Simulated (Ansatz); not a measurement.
`F[SiH2][GeH2][SiH3]`, relaxed with RKS PBE-D4/def2-SVP in the Gaussian-basis code of Ansatz from a rough embedded geometry. The force threshold is 0.03 eV/Å; the program also tests the step.

The species carries charge 0 and has multiplicity 1.

Start:

```xyz
11

F    -0.305    2.529   -0.601
Si   -0.688    1.637    0.716
Ge   -0.757   -0.560    0.048
Si    1.287   -1.238   -0.696
H     0.350    1.791    1.764
H    -2.001    2.057    1.255
H    -1.136   -1.481    1.314
H    -1.849   -0.767   -0.990
H     1.583   -0.341   -1.907
H     2.286   -1.026    0.286
H     1.230   -2.602   -1.189
```

**Question.** How much energy does the relaxation release, and in how many steps? (An estimate is asked.)

**Answer.** Computed: 29.37 kJ/mol, in 4 steps.

**Question.** Which bonds change most? (An estimate is asked.)

**Answer.** The calculation gave: Ge3–Si4 from 2.278 to 2.393 Å; Si2–Ge3 from 2.297 to 2.390 Å; Si4–H10 from 1.417 to 1.505 Å; Ge3–H7 from 1.611 to 1.556 Å.

**Question.** Give the relaxed structure. (Estimate.)

**Answer.** Ansatz gave: 
```xyz
11

F    -0.328    2.602   -0.543
Si   -0.738    1.688    0.764
Ge   -0.799   -0.601    0.077
Si    1.327   -1.269   -0.794
H     0.315    1.887    1.821
H    -2.064    2.175    1.284
H    -1.169   -1.469    1.314
H    -1.906   -0.808   -0.992
H     1.676   -0.406   -1.975
H     2.378   -1.088    0.269
H     1.308   -2.711   -1.225
```
